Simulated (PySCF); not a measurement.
# How methods differ on the excitation energy of Pd⁺

Pd⁺ [Kr] 4d9 (2D) → Pd⁺ [Kr] 4d8 5p1 (high-spin determinant), as a difference of total energies. All numbers are calculated (PySCF 2.14, scalar relativity through the core potential, in def2-QZVPPD with the def2 core potential (28 electrons) (7s5p4d4f2g, 88 functions)). Correlated levels: valence: 4s2 4p6 frozen. The calculations carry no spin-orbit coupling.

| method | excitation energy (eV) |
| --- | --- |
| UHF | 7.262 |
| MP2 (valence) | 8.698 |
| SCS-MP2 (valence) | 8.727 |
| CCSD (valence) | 8.367 |
| CCSD(T) (valence) | 8.437 |

Task: How much does correlation contribute at CCSD(T) (valence)?

Result: 8.437 − (7.262) = 1.175 eV, measured against UHF.

The determinant of the upper state mixes LS terms, which raises its energy above the lowest term, most at the Hartree-Fock and MP2 levels.
